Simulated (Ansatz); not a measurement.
A series at In: from `[Br][In]([Br])[Br]`, ligands are replaced one by one, each step taking up H₂O and setting free HBr; n counts the steps. Ansatz, PBE0-D4/def2-TZVP geometries. Each molecule was computed in one conformer, which needn't be the lowest.

| n | molecule | HOMO energy, ωB97M-V/def2-TZVPP (eV) |
| --- | --- | --- |
| 0 | `[Br][In]([Br])[Br]` | -10.96 |
| 1 | `[OH][In]([Br])[Br]` | -10.90 |
| 2 | `[OH][In]([OH])[Br]` | ? |
| 3 | `[OH][In]([OH])[OH]` | -11.17 |

Task: By hand: fit a straight line y = ȳ + b (n − n̄) to the 3 given rows and predict n = 2.

Result: n̄ = 1.333, ȳ = -11.010; Σ(n − n̄)(y − ȳ) = -0.370, Σ(n − n̄)² = 4.667, so b = -0.079 eV a step. Prediction: -11.010 + (-0.079) × (0.667) = -11.06 eV.

Task: By hand: compare with the computed value, -10.83 eV, and give the steps along the whole series.

Result: The line misses by 0.23 eV (computed minus predicted). Steps: 0.06, 0.07, -0.34 eV.

The steps change sign along the series, so a line is a poor guide. The highest orbital can change its character along such a series. The miss is 67.6 % of the series' range.

Spin–orbit coupling is left out; it splits and shifts lone-pair levels of the heavy atoms by tenths of an eV.
